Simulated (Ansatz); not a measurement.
A made-up structure of CH₃FIn (charge -1), closed shell:

| atom | x (Å) | y (Å) | z (Å) |
| --- | --- | --- | --- |
| C1 | -0.8484 | -0.3127 | -0.3967 |
| In2 | 0.4385 | 0.2371 | 0.4513 |
| F3 | 1.9799 | 0.6322 | -0.8649 |
| H4 | -1.6114 | -0.6923 | 0.2744 |
| H5 | -0.6192 | -0.6725 | -1.4359 |
| H6 | 0.6606 | 0.8081 | 1.9718 |

It is relaxed with PBE-D4/def2-SVPD and then PBE0-D4/def2-TZVPD (Ansatz 0.2.0). Atoms count as bonded within 1.22 times the sum of their covalent radii (H–H: 0.88 Å). The end point is not checked to be a true minimum.

**Question.** Does its bonding change? (A judgement: the text doesn't fix the answer.)

**Answer.** The calculation gives: No: no bond forms or breaks.

Where it ends: The first stage lowers the energy by 3.14 eV in 10 steps. It ends as CH₃FIn ([CH2][InH][F]), total charge -1:
C1  (-1.026, -0.425, -0.489)
In2  (0.563, 0.307, 0.497)
F3  (2.211, 0.796, -0.610)
H4  (-1.861, -0.847, 0.068)
H5  (-0.909, -0.810, -1.500)
H6  (1.023, 0.979, 2.034)
(Å)

Labels in which every atom is bracketed show which atoms are joined, not bond orders.

For scale, one of the runs: PBE0-D4/def2-TZVPD relaxation, 160 basis functions, launched by `ansatz run in.yaml --threads 2 --pin off --events-out ev --progress --plain --max-ram 4352MiB`. Hardware: 2 CPU threads of an Arm Neoverse V2, shared host. Wall time about 26 s.
